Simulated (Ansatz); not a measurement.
```xyz
9

C    -1.6088    0.0029    0.2096
S    -0.3480   -0.7147    1.3069
Sn    1.5798   -0.1562    0.0633
Cl    1.6062    2.1416   -0.2716
Cl    1.3555   -1.0238   -2.0790
H    -1.5915   -0.4727   -0.7699
H    -2.5670   -0.1985    0.6880
H    -1.4767    1.0796    0.1133
H     3.0505   -0.6582    0.7394
```

Charge 0, multiplicity 1. Sn takes the def2 core potential.

Task: List the ωB97M-V/def2-TZVPP orbital energies in eV (the Gaussian-basis code of Ansatz). (An estimate is asked.)

Result: The calculation gave: Occupied: -2771.90, -2771.90, -2427.31, -282.61, -262.27, -262.27, -221.25, -199.75, -199.75, -199.62, -199.62, -199.62, -199.62, -164.37, -164.30, -164.17, -144.56, -99.16, -99.14, -99.07, -32.85, -32.78, -32.71, -32.63, -32.61, -25.70, -25.10, -24.78, -20.87, -17.17, -15.10, -15.00, -13.47, -12.99, -12.84, -12.15, -11.60, -11.50, -11.33, -10.77, -9.71. Lowest empty: 0.16, 1.26, 1.31, 2.29, 2.70, 3.54, 3.88, 4.07.
